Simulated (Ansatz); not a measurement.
Cartesian coordinates in Å:
```
F -0.7768 -0.5986 -2.6580
Si -0.4536 0.7605 -1.9337
F 0.3863 1.6660 -2.9029
F -1.8132 1.4836 -1.6107
Ge 0.7241 0.3209 0.1028
F 1.1062 1.8539 0.8088
F 2.2511 -0.3668 -0.3328
Si -0.1895 -1.0453 1.8426
F -0.4705 -2.4897 1.2853
F 0.7886 -1.1535 3.0658
F -1.5527 -0.4310 2.3327
```

The species carries charge 0 and has multiplicity 1.

Q: List the CAM-B3LYP/def2-TZVPP orbital energies in eV (Ansatz). (Estimate.)

A: Computed: Occupied: -10854.55, -1804.73, -1804.73, -1358.69, -1209.66, -1209.65, -1209.64, -674.96, -674.96, -674.96, -674.96, -674.93, -674.93, -673.80, -673.80, -173.60, -149.01, -149.01, -123.94, -123.90, -123.83, -104.38, -104.38, -104.37, -104.37, -104.32, -104.32, -37.98, -37.69, -37.43, -37.40, -37.40, -36.66, -36.66, -35.90, -35.90, -35.89, -35.89, -34.49, -33.83, -19.65, -19.09, -18.23, -17.10, -17.09, -17.09, -17.08, -16.59, -16.33, -15.70, -15.69, -15.69, -15.67, -15.33, -15.06, -15.03, -15.02, -14.98, -14.60, -14.57, -14.52, -14.51, -13.87, -13.58, -12.80, -10.79. Lowest empty: -0.89, -0.82, 0.32, 1.66, 1.77, 2.06, 2.54, 3.24.
